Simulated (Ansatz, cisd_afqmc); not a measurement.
Species: Cl, charge 0, doublet.

Total energies in cc-pVTZ-DK, 7 correlated electrons, 5 frozen orbitals. Open shells are spin-unrestricted; no spin-orbit coupling. The -DK rows use spin-free X2C. AFQMC/CISD: phaseless, guided by CISD from CCSD amplitudes; bars are statistical, one sigma. Outlying blocks are dropped, and bars are widened where a walk drifts. Over all cases where full CI ran beside it in this data, AFQMC minus full CI had a median of +0.1 mEh and passed +0.4 mEh in a tenth of the cases. Full CI freezes restricted core orbitals and the other rows unrestricted ones, which leaves a small offset even where coupled cluster is exact.

```tsv
method	program	energy (Eh)	error against FCI (mEh)
HF	Ansatz	-460.89473	187.16
MP2	Ansatz	-461.05279	29.10
CCSD	Ansatz	-461.07562	6.27
CCSD(T)	Ansatz	-461.08114	0.75
CCSDT(Q)	Ansatz	-461.08192	-0.03
CCSDTQ	Ansatz	-461.08192	-0.03
AFQMC/CISD	cisd_afqmc	-461.0816 ± 0.0001	0.3 ± 0.1
FCI	Ansatz	-461.08189	0.00
```

Ansatz is an electronic-structure program.
